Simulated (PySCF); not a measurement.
C₂H₆N₂Si, SMILES C#C[SiH](N)N. The structure is a stationary point at PBE-D3(BJ)/def2-SVP. The structure was generated by enumeration, and PubChem lists no compound with its InChIKey, so it may never have been made. Other conformers were not sampled.

Calculation: PySCF with PBE-D3(BJ)/def2-SVP.

Harmonic wavenumbers (cm⁻¹): 123, 157, 211, 250, 329, 363, 371, 402, 442, 582, 688, 696, 732, 756, 793, 870, 871, 931, 1480, 1487, 2077, 2137, 3389, 3485, 3493, 3586, 3596. Rotational constants (GHz): 6.147, 2.744, 2.102; symmetry number 1.

Question: Work out the zero-point energy and the ideal-gas rigid-rotor harmonic-oscillator thermochemistry at 298.15 K and 1 atm.

Answer: ZPE = ½ Σ hcν = ½ × 34298 cm⁻¹ = 205.15 kJ/mol. H − E(el) = 227.81 kJ/mol. Entropy in J/(mol K): translation 164.32, rotation 111.33, vibration 70.83, total 346.48. G − E(el) = 124.51 kJ/mol. Cp = 123.58 J/(mol K). Modes under 150 cm⁻¹ make the vibrational entropy uncertain.
